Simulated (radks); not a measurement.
Problem. These are the eigenvalues of the occupied orbitals of an atom or ion with whole-number occupations (Ry). Calculated with a radial shooting solver on a logarithmic mesh with Libxc functionals: Dirac Kohn-Sham, LB94 model potential, spin-unpolarised, spherical densities, finite nucleus; Fermi nuclear charge, rms radius of each element as measured or else 0.836 A^(1/3) + 0.57 fm.

orbital  eigenvalue
1s1/2     -6506.141
2s1/2     -1183.496
2p1/2     -1138.936
2p3/2     -976.7783
3s1/2     -302.1188
3p1/2     -281.6768
3p3/2     -245.5067
3d3/2     -211.4852
3d5/2     -203.7643
4s1/2     -85.88496
4p1/2     -77.00844
4p3/2     -68.16632
4d3/2     -53.56724
4d5/2     -51.90248
4f5/2     -32.96385
4f7/2     -32.57632
5s1/2     -32.25906
5p1/2     -28.96756
5p3/2     -26.86598

Which element is it, and in what charge state? The configuration may be excited. Open shells, if any, fill j = l - 1/2 first.

Solution. Z = 82, lead, charge +15: Pb15+ in [Kr] 4d10 4f14 5s2 5p5. The list shows which subshells hold electrons but not how many an open one holds; the 1s level, -3253.1 hartree, gives Z - s = 80.7 by -(Z - s)^2/2, which with screening and relativity narrows Z to a few neighbours, and the depths of the outer levels then fix element, charge and occupations together.
